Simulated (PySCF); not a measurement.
Electron correlation in Al⁻ (aluminium, charge -1)

[Ne] 3s2 3p2, high-spin 3P determinant. Calculation: PySCF 2.14, in aug-cc-pCVTZ-DK (8s7p5d3f, 75 functions); the spin-free X2C one-electron Hamiltonian (Gaussian nucleus). Frozen: [Ne]; 4 electrons correlated.

MP2 pair energies summed by pair of shells (mhartree):

```json
{"pair": "3s-3p", "energy": "-26.78", "share (%)": "54.6"}
{"pair": "3s-3s", "energy": "-17.33", "share (%)": "35.3"}
{"pair": "3p-3p", "energy": "-4.97", "share (%)": "10.1"}
```

Total MP2 correlation energy: -49.08 mhartree.

Same-spin part -9.81 and opposite-spin part -39.27 mhartree; SCS-MP2 scales them by 1/3 and 6/5 to -50.39 mhartree.
